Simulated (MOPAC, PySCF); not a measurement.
C5H6O, SMILES `OC1=CC=CC1` (H–O–C–C torsion 180°), neutral singlet in the gas phase. 

Cartesian coordinates (Å):
SMILES: OC1=CC=CC1
```xyz
12

O     -1.9405     1.0333    -0.5904
C     -0.7213     0.5424    -0.2493
C      0.4179     1.2502    -0.1505
C      1.4863     0.3294     0.2409
C      1.0081    -0.9187     0.3787
C     -0.4666    -0.9049     0.0755
H     -2.5903     0.3229    -0.5890
H      0.5269     2.3087    -0.3279
H      2.5131     0.6311     0.3934
H      1.5573    -1.8039     0.6576
H     -0.7222    -1.5554    -0.7691
H     -1.0687    -1.2350     0.9301
```
Charge 0, multiplicity 1.

All levels are single points at this geometry (B3LYP-D3(BJ)/def2-TZVP); Pople sets use spherical d functions. Orbital energies aren't observables, and empty levels follow the basis.

PM7 in MOPAC gives HOMO (eV) = -8.91.

Problem. Estimate the HOMO (eV) from each of these levels: PBE-D3(BJ)/def2-TZVP in PySCF; ωB97X-D3(BJ)/def2-TZVP in PySCF; B3LYP/6-311+G** in PySCF; B3LYP/6-31G* in PySCF; BP86/6-31G* in PySCF; PBE/6-31G* in PySCF; HF/3-21G in PySCF; HF/6-31G* in PySCF; HF/STO-3G in PySCF; AM1 in MOPAC; PM3 in MOPAC; PM6 in MOPAC.

Solution. 
| level | HOMO (eV) |
|---|---|
| PBE-D3(BJ)/def2-TZVP in PySCF | -4.63 |
| ωB97X-D3(BJ)/def2-TZVP in PySCF | -7.97 |
| B3LYP/6-311+G** in PySCF | -5.54 |
| B3LYP/6-31G* in PySCF | -5.09 |
| BP86/6-31G* in PySCF | -4.32 |
| PBE/6-31G* in PySCF | -4.22 |
| HF/3-21G in PySCF | -7.79 |
| HF/6-31G* in PySCF | -7.69 |
| HF/STO-3G in PySCF | -5.95 |
| AM1 in MOPAC | -8.72 |
| PM3 in MOPAC | -8.81 |
| PM6 in MOPAC | -8.79 |
